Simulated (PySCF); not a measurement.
Geometry (Å), atoms numbered from 1 in this order:
```xyz
11

Cl    3.555    0.894   -0.693
B     2.754    0.034    0.613
Cl    3.766   -0.730    1.831
C     1.222   -0.047    0.680
C     0.308    0.551   -0.251
C    -1.001    0.314    0.054
S    -1.151   -0.643    1.481
C     0.539   -0.727    1.674
H     0.630    1.136   -1.114
H    -1.892    0.647   -0.477
H     0.975   -1.275    2.509
```

Geometry: PBE0-D3(BJ)/def2-SVP; GIAO shifts from PySCF 2.14, gas phase, non-relativistic, averaged over equivalent atoms.

At PBE0/pcSseg-1 (172 basis functions, 20 s wall time on 1 thread of an Arm Neoverse V1, shared host):
```json
{"atoms": "Cl1/Cl3", "δ (ppm)": "222.9"}
{"atoms": "B2", "δ (ppm)": "51.3"}
{"atoms": "C8", "δ (ppm)": "153.4"}
{"atoms": "C4", "δ (ppm)": "143.7"}
{"atoms": "C5", "δ (ppm)": "139.3"}
{"atoms": "C6", "δ (ppm)": "133.7"}
{"atoms": "S7", "δ (ppm)": "259.1"}
{"atoms": "H11", "δ (ppm)": "8.26"}
{"atoms": "H9", "δ (ppm)": "7.80"}
{"atoms": "H10", "δ (ppm)": "7.20"}
```

Scale: HCl for ³⁵Cl (943.27 ppm); ¹¹B (100.73 ppm) vs BF3·OEt2; ¹³C (184.41 ppm), ¹H (31.27 ppm) vs TMS; CS2 for ³³S (495.66 ppm) (reference shieldings calculated alike).

Question: What do these become at wB97X-D/pcSseg-2?

Answer: 
```json
{"atoms": "Cl1/Cl3", "δ at wB97X-D/pcSseg-2": "202.4", "change": "-20.5"}
{"atoms": "B2", "δ at wB97X-D/pcSseg-2": "53.2", "change": "+1.9"}
{"atoms": "C8", "δ at wB97X-D/pcSseg-2": "161.5", "change": "+8.1"}
{"atoms": "C4", "δ at wB97X-D/pcSseg-2": "149.7", "change": "+6.0"}
{"atoms": "C5", "δ at wB97X-D/pcSseg-2": "144.9", "change": "+5.6"}
{"atoms": "C6", "δ at wB97X-D/pcSseg-2": "140.0", "change": "+6.3"}
{"atoms": "S7", "δ at wB97X-D/pcSseg-2": "281.9", "change": "+22.8"}
{"atoms": "H11", "δ at wB97X-D/pcSseg-2": "8.64", "change": "+0.38"}
{"atoms": "H9", "δ at wB97X-D/pcSseg-2": "7.93", "change": "+0.13"}
{"atoms": "H10", "δ at wB97X-D/pcSseg-2": "7.45", "change": "+0.25"}
```

δ = σ(ref) − σ, references computed at the same level: ³⁵Cl (σ = 935.79 ppm) vs HCl; ¹¹B (σ = 99.96 ppm) against BF3·OEt2; ¹³C (σ = 184.42 ppm), ¹H (σ = 31.36 ppm) against TMS; ³³S (σ = 499.87 ppm) against CS2.

The largest change is at S7 (aromatic ring sulfur). Cost: 351 basis functions, 94 s wall time on 1 thread of an Arm Neoverse V1, shared host. The order of the carbon signals is the same at both levels.

A carbon bonded to boron is broadened by the quadrupolar boron nucleus and is often missing from a measured spectrum.
